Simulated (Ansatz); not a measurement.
Consider the redistribution: `[SiH3][SiH]1CC1` + `BCC[SiH2]Cl` → `BC[SiH]1CC1` + `[SiH3]C[SiH2]Cl`.

Isolated molecules relaxed with PBE0-D4/def2-TZVP in Ansatz; ΔE leaves out vibrations. CCSD(T)/CBS is the MP2 limit (def2-TZVPP, def2-QZVPP) plus CCSD(T) − MP2 in def2-TZVPP, frozen cores. DFT in def2-TZVPP. B3LYP here is the variant with VWN-RPA as its local correlation; programs differ in this. One conformer a species, not always the lowest.

`[SiH3][SiH]1CC1`:

```xyz
12

Si   -0.143   -2.042   -0.508
Si   -0.086   -0.117    0.779
C    -0.633    1.487    0.006
C     0.883    1.344    0.153
H     0.950   -2.981   -0.138
H    -1.440   -2.758   -0.367
H     0.031   -1.635   -1.928
H    -0.239   -0.231    2.249
H    -1.028    1.477   -1.004
H    -1.115    2.222    0.641
H     1.455    1.244   -0.764
H     1.364    1.989    0.881
```

`BCC[SiH2]Cl`:

Z-matrix (Å, degrees):
```
C
C 1 1.530
B 1 1.549 2 118.4
H 1 1.097 2 111.7 3 -131.5
H 1 1.109 2 109.7 3 115.3
Si 2 1.864 1 114.3 3 -170.8
H 2 1.095 1 110.5 3 -48.3
H 2 1.097 1 110.4 3 68.3
H 3 1.199 1 121.3 2 16.3
H 3 1.198 1 119.9 2 -167.2
Cl 6 2.065 2 109.0 1 59.1
H 6 1.485 2 111.4 1 -58.6
H 6 1.484 2 112.2 1 177.9
```

`BC[SiH]1CC1`:

Cartesian coordinates in Å:
```
B -0.123 0.009 -1.921
C 1.152 0.463 -1.196
Si 0.182 0.726 0.402
C -1.103 -0.531 0.923
C 0.179 -0.524 1.761
H -0.381 -1.152 -2.047
H -0.897 0.825 -2.336
H 1.946 -0.265 -1.038
H 1.548 1.446 -1.457
H -0.131 2.132 0.725
H -1.998 -0.152 1.406
H -1.290 -1.416 0.327
H 0.823 -1.393 1.669
H 0.091 -0.168 2.783
```

`[SiH3]C[SiH2]Cl`:

```xyz
11

Si   -0.165   -1.110   -1.200
C    -0.720    0.105    0.118
Si    0.669    0.945    1.018
Cl   -0.080    2.242    2.436
H    -1.342   -1.729   -1.865
H     0.652   -0.414   -2.229
H     0.660   -2.186   -0.591
H    -1.349    0.870   -0.349
H    -1.341   -0.425    0.848
H     1.516   -0.042    1.729
H     1.500    1.744    0.087
```

**Question.** Is it downhill or uphill in electronic energy at CCSD(T)/CBS, and by how much? (Estimate.)

**Answer.** Ansatz gave: Downhill: ΔE = -68.5 kJ/mol.

**Question.** What do these levels give: PBE-D4, B3LYP-D4, ωB97X-V, B2PLYP, PBE, B3LYP, HF/def2-TZVPP, SCS-MP2/def2-TZVPP, CCSD/def2-TZVPP, CCSD(T)/def2-TZVPP, HF/def2-QZVPP, MP2/CBS(def2)? (Best estimate.)

**Answer.** The calculation gave: PBE-D4 -65.7, B3LYP-D4 -64.6, ωB97X-V -63.4, B2PLYP -66.6, PBE -63.6, B3LYP -61.1, HF/def2-TZVPP -52.8, SCS-MP2/def2-TZVPP -69.8, CCSD/def2-TZVPP -64.5, CCSD(T)/def2-TZVPP -67.5, HF/def2-QZVPP -53.7, MP2/CBS(def2) -77.8 kJ/mol.

Largest T1 diagnostic among the species: 0.012.

The D4 term adds −3.6 kJ/mol with B3LYP and −1.7 kJ/mol with PBE0; it sums over pairs of atoms, weighted by their polarisabilities, and B3LYP, whose exchange is more repulsive, gets the larger term. In def2-TZVPP, CCSD(T) changes the Hartree–Fock value by −14.7 kJ/mol (the triples alone add −3.0 kJ/mol) and MP2 by −24.0 kJ/mol.
